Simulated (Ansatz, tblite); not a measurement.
Removing and adding an electron: the cluster Cs2F. Total charge 0; doublet. Geometry: PBE0-D4/def2-TZVP. Ansatz, gas phase; energy differences of separate SCF runs; the oxidised species is a singlet (the triplet lies 6.88 eV higher at PBE0-D4/def2-TZVP); the reduced species is a triplet (the singlet lies 0.03 eV higher at PBE0-D4/def2-TZVPD).

Cartesian coordinates in Å:
```
Cs -1.915 -1.308 0.317
Cs 1.680 1.601 0.309
F 0.236 -0.293 -0.626
```

In the def2 sets Cs takes a core potential; there is no spin–orbit coupling. The xTB rows come from tblite. Correlated methods freeze 1 core orbital; core or outer-core shells of Cs are correlated, in sets that lack core-valence functions. The order of the spin states hangs on the level: the singlet lies 0.08 eV below the triplet at PBE-D4/def2-TZVPD, but 0.04 eV above it at r2SCAN-D4/def2-TZVPD. The singlet is doubtful at r2SCAN-D4/def2-TZVPD (restricted singlet with a triplet 0.04 eV lower at the same geometry). The structure comes from a short search, and lower isomers may exist.

```json
{"level": "GFN1-xTB", "−HOMO (eV)": "–", "vertical IE (eV)": "10.12", "−LUMO (eV)": "–", "vertical EA (eV)": "5.69", "HOMO–LUMO gap (eV)": "–", "IE − EA (eV)": "4.43", "remarks": "–"}
{"level": "GFN2-xTB", "−HOMO (eV)": "–", "vertical IE (eV)": "8.37", "−LUMO (eV)": "–", "vertical EA (eV)": "1.13", "HOMO–LUMO gap (eV)": "–", "IE − EA (eV)": "7.24", "remarks": "–"}
{"level": "HF/def2-TZVPP", "−HOMO (eV)": "–", "vertical IE (eV)": "2.70", "−LUMO (eV)": "–", "vertical EA (eV)": "–", "HOMO–LUMO gap (eV)": "–", "IE − EA (eV)": "–", "remarks": "–"}
{"level": "PBE-D4/def2-TZVP", "−HOMO (eV)": "1.86", "vertical IE (eV)": "3.27", "−LUMO (eV)": "1.33", "vertical EA (eV)": "–", "HOMO–LUMO gap (eV)": "0.53", "IE − EA (eV)": "–", "remarks": "–"}
{"level": "PBE-D4/def2-TZVPD", "−HOMO (eV)": "1.86", "vertical IE (eV)": "–", "−LUMO (eV)": "1.33", "vertical EA (eV)": "0.38", "HOMO–LUMO gap (eV)": "0.52", "IE − EA (eV)": "–", "remarks": "HOMO above zero (-1 triplet)"}
{"level": "r2SCAN-D4/def2-TZVP", "−HOMO (eV)": "1.82", "vertical IE (eV)": "3.05", "−LUMO (eV)": "1.23", "vertical EA (eV)": "–", "HOMO–LUMO gap (eV)": "0.59", "IE − EA (eV)": "–", "remarks": "–"}
{"level": "r2SCAN-D4/def2-TZVPD", "−HOMO (eV)": "1.81", "vertical IE (eV)": "–", "−LUMO (eV)": "1.23", "vertical EA (eV)": "0.36", "HOMO–LUMO gap (eV)": "0.58", "IE − EA (eV)": "–", "remarks": "HOMO above zero (-1 triplet)"}
{"level": "PBE0-D4/def2-TZVP", "−HOMO (eV)": "2.13", "vertical IE (eV)": "3.16", "−LUMO (eV)": "0.99", "vertical EA (eV)": "–", "HOMO–LUMO gap (eV)": "1.14", "IE − EA (eV)": "–", "remarks": "–"}
{"level": "PBE0-D4/def2-TZVPD", "−HOMO (eV)": "2.13", "vertical IE (eV)": "–", "−LUMO (eV)": "0.99", "vertical EA (eV)": "0.40", "HOMO–LUMO gap (eV)": "1.13", "IE − EA (eV)": "–", "remarks": "HOMO above zero (-1 triplet)"}
{"level": "MP2/def2-TZVPP", "−HOMO (eV)": "–", "vertical IE (eV)": "2.95", "−LUMO (eV)": "–", "vertical EA (eV)": "–", "HOMO–LUMO gap (eV)": "–", "IE − EA (eV)": "–", "remarks": "–"}
{"level": "CCSD/def2-TZVPP", "−HOMO (eV)": "–", "vertical IE (eV)": "2.95", "−LUMO (eV)": "–", "vertical EA (eV)": "–", "HOMO–LUMO gap (eV)": "–", "IE − EA (eV)": "–", "remarks": "–"}
{"level": "CCSD(T)/def2-TZVPP", "−HOMO (eV)": "–", "vertical IE (eV)": "2.97", "−LUMO (eV)": "–", "vertical EA (eV)": "–", "HOMO–LUMO gap (eV)": "–", "IE − EA (eV)": "–", "remarks": "–"}
```

   A HOMO above zero means that the electron is unbound at that level or that self-interaction error raises the level; the energy of removing that electron tells which. HOMO and LUMO are the levels of the spin that leaves or enters (xTB has no such levels and no spin-polarisation term). Other spin states of the ions may lie lower, which would lower the ionisation energy or raise the affinity. Raw xTB energy differences between charge states are shifted by several eV; the methods need an empirical correction for them.
